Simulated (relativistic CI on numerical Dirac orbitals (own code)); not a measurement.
# Sensitivity of the levels of Sc3+ to α and to the nuclear radius

Calculated at this level of theory: Dirac-Coulomb-Breit CI, separate exchange-only KLI orbitals for each configuration, valence Slater integrals scaled by 0.85, P86 correlation energy added to each configuration, derivatives by finite differences, QED left out (own radial code, finite nucleus).

CI space (outside the closed core [Ne]): 3s2 3p6, 3s2 3p5 3d, 3s 3p6 3d, 3s2 3p5 4s, 3s2 3p5 4p, 3s2 3p5 4d, 3p6 3d2, 3p5 3d3, 3p5 3d2 4s, 3p5 3d2 4p, 3p5 3d2 4d. Double excitations out of closed p, d and f shells are left out; levels of such configurations are missing from the list, as are those of other unlisted configurations, and high levels can miss mixing partners.

With x = (α/α₀)² − 1 an excitation energy changes as ω = ω₀ + qx; K = 2q/ω₀ is the relative enhancement. Terms are leading LS components, so labels can repeat. The field-shift factor is F = δν/δ⟨r²⟩ for the transition from the lowest level.

Lowest level 3s2 3p6 1S_0.

| Level | ω₀ (cm⁻¹) | q (cm⁻¹) | F (GHz/fm²) |
| --- | --- | --- | --- |
| 3s2 3p5 3d 3P°_0 | 240794 | -55.2 | 0.357 |
| 3s2 3p5 3d 3P°_1 | 241466 | 566.8 | 0.357 |
| 3s2 3p5 3d 3P°_2 | 242860 | 1872 | 0.359 |
| 3s2 3p5 3d 3F°_4 | 250573 | 120.3 | 0.372 |
| 3s2 3p5 3d 3F°_3 | 252010 | 1344 | 0.371 |
| 3s2 3p5 3d 3F°_2 | 253337 | 2711 | 0.371 |
| 3s2 3p5 3d 3D°_3 | 268058 | 223.1 | 0.396 |
| 3s2 3p5 3d 1D°_2 | 268552 | 1216 | 0.394 |
| 3s2 3p5 3d 3D°_1 | 269527 | 1997 | 0.394 |
| 3s2 3p5 3d 3D°_2 | 269845 | 2460 | 0.395 |
| 3s2 3p5 3d 1F°_3 | 271075 | 2615 | 0.397 |
| 3s2 3p5 4s 3P°_2 | 336402 | -2340 | 1.55 |
| 3s2 3p5 4s 3P°_1 | 337915 | -1546 | 1.44 |

Correlation outside the listed configurations is missing or only estimated: errors of thousands of cm⁻¹ between configurations and terms are usual at this charge. Rates and lifetimes follow the computed energies and can be off by large factors. The fine structure of a lone outer electron comes out too small, for d and f at times inverted, and misplaced configurations move strength between like terms.

(1) Which transition from the lowest level has the largest |K|?

Answers

(1) 3s2 3p5 3d 3F°_2 at 253337 cm⁻¹, K = 0.0214.
